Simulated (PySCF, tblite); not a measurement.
Species: C₆H₇FO.
Structure used (GFN2-xTB), in Å, numbered top down from 1:
```
atom  x, y, z in Å
C1    -1.129    2.707    0.286
C2    -0.983    1.518    0.207
C3    -0.888    0.110    0.117
C4    -2.167   -0.677    0.125
C5     0.318   -0.462    0.030
F6     0.438   -1.808   -0.058
O7     1.482    0.207    0.019
C8     2.672   -0.551   -0.075
H9    -1.232    3.748    0.354
H10   -2.796   -0.374   -0.711
H11   -1.964   -1.741    0.049
H12   -2.718   -0.483    1.045
H13    3.481    0.175   -0.064
H14    2.704   -1.127   -1.005
H15    2.777   -1.234    0.773
```

Level of theory: CAM-B3LYP/def2-SVPD in PySCF (dipole) on a GFN2-xTB geometry, gas phase.

Masses are those of the commonest isotopes; rigid-rotor values at the optimised geometry. The values belong to one conformer with, in the numbering `[CH:1]#[C:2]/[C:3]([CH3:4])=[C:5](/[F:6])[O:7][CH3:8]`, C3–C5–O7–C8 180°.

(1) What are A, B and C (cm⁻¹)?

(2) What kind of rotor is it?

(3) Is it planar, by Δ = Ic − Ia − Ib?

(4) Give the other two planar moments, Paa and Pbb, and the rms extents of the mass along the axes.

(5) Where do the levels up to J = 5 lie, in MHz?

(6) Predict some low-J microwave lines.

## Answers

(1) Ia = 164.08, Ib = 320.62, Ic = 478.37 u·Å²; 505379 MHz·u·Å²/I gives 3080, 1576 and 1056 MHz, that is A = 0.10274, B = 0.05258, C = 0.03524 cm⁻¹.

(2) An asymmetric top. Ray's parameter κ = (2B − A − C)/(A − C) = -0.486; −1 is the prolate and +1 the oblate limit.

(3) Not planar: Δ = Ic − Ia − Ib = -6.33 u·Å². For a rigid frame Δ = −2 Σ m c², so Σ m c² = 3.16 u·Å² lies off the ab plane, practically all of it from hydrogen. The atom farthest from that plane is 0.89 Å away.

(4) Paa = Σ m a² = (Ib + Ic − Ia)/2 = 317.45 and Pbb = Σ m b² = (Ia + Ic − Ib)/2 = 160.91 u·Å². With the mass M = 114.05 u, the rms extents √(P/M) along a, b and c are 1.67, 1.19, 0.17 Å.

(5) Above 0(0,0):
J = 1: 1(0,1) 2633, 1(1,1) 4137, 1(1,0) 4656
J = 2: 2(0,2) 7785, 2(1,2) 8882, 2(1,1) 10442, 2(2,1) 14953, 2(2,0) 15066
J = 3: 3(0,3) 15262, 3(1,3) 15936, 3(1,2) 19039, 3(2,2) 22851, 3(2,1) 23386, 3(3,1) 31735, 3(3,0) 31750
J = 4: 4(0,4) 24886, 4(1,4) 25241, 4(1,3) 30332, 4(2,3) 33293, 4(2,2) 34733, 4(3,2) 42452, 4(3,1) 42560, 4(4,1) 54636, 4(4,0) 54638
J = 5: 5(0,5) 36577, 5(1,5) 36745, 5(1,4) 44136, 5(2,4) 46207, 5(2,3) 49105, 5(3,3) 55868, 5(3,2) 56274, 5(4,2) 68050, 5(4,1) 68067, 5(5,1) 83693, 5(5,0) 83693

(6) The dipole components are |μa| = 1.62 D, |μb| = 0.08 D, |μc| = 0.00 D; the mirror of this Cs structure is the ab plane, so μc vanishes by symmetry and there are no c-type lines. Intensities carry the squares of the components, which stand as 1.00 : 0.00 (a : b). Some lines, for components of 0.1 D or more:

```json
{"type": "a", "branch": "Q", "J(Ka,Kc)": "1(1,0) ← 1(1,1)", "MHz": "520", "lower level (cm⁻¹)": "0.138"}
{"type": "a", "branch": "Q", "J(Ka,Kc)": "3(2,1) ← 3(2,2)", "MHz": "534", "lower level (cm⁻¹)": "0.762"}
{"type": "a", "branch": "Q", "J(Ka,Kc)": "2(1,1) ← 2(1,2)", "MHz": "1559", "lower level (cm⁻¹)": "0.296"}
{"type": "a", "branch": "R", "J(Ka,Kc)": "1(0,1) ← 0(0,0)", "MHz": "2633", "lower level (cm⁻¹)": "0.000"}
{"type": "a", "branch": "Q", "J(Ka,Kc)": "3(1,2) ← 3(1,3)", "MHz": "3103", "lower level (cm⁻¹)": "0.532"}
{"type": "a", "branch": "R", "J(Ka,Kc)": "2(1,2) ← 1(1,1)", "MHz": "4746", "lower level (cm⁻¹)": "0.138"}
{"type": "a", "branch": "R", "J(Ka,Kc)": "2(0,2) ← 1(0,1)", "MHz": "5152", "lower level (cm⁻¹)": "0.088"}
{"type": "a", "branch": "R", "J(Ka,Kc)": "2(1,1) ← 1(1,0)", "MHz": "5785", "lower level (cm⁻¹)": "0.155"}
{"type": "a", "branch": "R", "J(Ka,Kc)": "3(1,3) ← 2(1,2)", "MHz": "7054", "lower level (cm⁻¹)": "0.296"}
{"type": "a", "branch": "R", "J(Ka,Kc)": "3(0,3) ← 2(0,2)", "MHz": "7477", "lower level (cm⁻¹)": "0.260"}
{"type": "a", "branch": "R", "J(Ka,Kc)": "3(2,2) ← 2(2,1)", "MHz": "7898", "lower level (cm⁻¹)": "0.499"}
{"type": "a", "branch": "R", "J(Ka,Kc)": "3(2,1) ← 2(2,0)", "MHz": "8319", "lower level (cm⁻¹)": "0.503"}
{"type": "a", "branch": "R", "J(Ka,Kc)": "3(1,2) ← 2(1,1)", "MHz": "8598", "lower level (cm⁻¹)": "0.348"}
```

Its GFN2-xTB frequencies are all real (lowest 29 cm⁻¹). Constants of a rigid frame at the computed geometry: no zero-point averaging, no centrifugal distortion. A rigid rotor knows nothing of internal rotation, which can split or shift real lines.
